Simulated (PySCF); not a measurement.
Spectrum to structure. The calculation used TDDFT CAM-B3LYP/def2-SVPD, vertical, gas phase, core orbitals frozen in the response in PySCF. Geometries: PBE0-D3(BJ)/def2-SVP, one conformer each.

```json
{"state": "S1", "E (eV)": "4.98", "f": "0.0011"}
{"state": "S2", "E (eV)": "7.37", "f": "0.071"}
{"state": "S3", "E (eV)": "7.71", "f": "0.292"}
{"state": "S4", "E (eV)": "7.95", "f": "0.037"}
{"state": "S5", "E (eV)": "8.03", "f": "0.065"}
{"state": "S6", "E (eV)": "8.06", "f": "0.034"}
```

Orbital energies (eV): HOMO-3 -10.67, HOMO-2 -10.51, HOMO-1 -9.70, HOMO -8.70, LUMO 0.91, LUMO+1 1.47, LUMO+2 1.81.

Question: Which structure fits? All have the formula C6H11N.
A. `CC(C)=NC1CC1`
B. `C1CC(C1)N1CC1`
C. `C=NC1CCCC1`

Answer: C. Its S1, at 4.98 eV, is the lowest among the candidates; the nearest of the others has S1 at 5.31 eV. S1 is HOMO→LUMO (97%). Löwdin shares by element: HOMO nitrogen 58%, carbon 24% or more, hydrogen 6% or more; LUMO carbon 37% or more, nitrogen 36%, hydrogen 18% or more. At the same level the other candidates give, for their lowest levels:
- `CC(C)=NC1CC1`: 5.31 eV (f 0.003); 6.79 eV (f 0.502); 7.00 eV (f 0.002); 7.06 eV (f 0.049); 7.57 eV (f 0.004); HOMO -8.34, LUMO 1.29 eV
- `C1CC(N2CC2)C1`: 6.88 eV (f 0.042); 7.19 eV (f 0.001); 7.35 eV (f 0.039); 7.54 eV (f 0.027); 7.99 eV (f 0.031); T1 6.65 eV; HOMO -8.15, LUMO 1.53 eV
Triplets come from the Tamm–Dancoff approximation.
